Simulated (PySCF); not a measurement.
From results back to the method.

Species: C₆H₅N₃.
SMILES with atom numbers: `[N:1]#[C:2][c:3]1[cH:4][cH:5][n:6][c:7]([NH2:8])[cH:9]1` (hydrogens: H10 on C4; H11 on C5; H12, H13 on N8; H14 on C9)

The closed-shell ground state was solved 3 times with PySCF (density fitting, gas phase), always in the pcSseg-2 basis (394 functions), with these functionals: KT3, PBE0 and wB97X-D. Isolated species at its PBE0-D3(BJ)/def2-TZVP geometry, gas phase.

```tsv
row	total energy (Eh)	HOMO (eV)	LUMO (eV)	dipole (D)
P	-395.8934	-8.63	-0.18	3.78
Q	-402.3015	-5.90	-2.65	3.92
R	-395.5778	-6.91	-1.89	3.87
```

Which functional belongs to which row?

P = wB97X-D, Q = KT3, R = PBE0. By rising HOMO–LUMO gap: KT3 (GGA) 3.25 eV; PBE0 (global hybrid, 25 % exact exchange) 5.02 eV; wB97X-D (range-separated hybrid) 8.45 eV. Total energies of different functionals aren't bounds to one another; each is stationary for its own functional.

The values belong to the conformer `[N:1]#[C:2][c:3]1[cH:4][cH:5][n:6][c:7]([NH2:8])[cH:9]1`: H–N8–C7–N6 -163°, H–N8–C7–N6 -13°.

The pairwise dispersion term of wB97X-D wasn't added to the energies; at a given geometry it leaves orbitals and properties as they are.
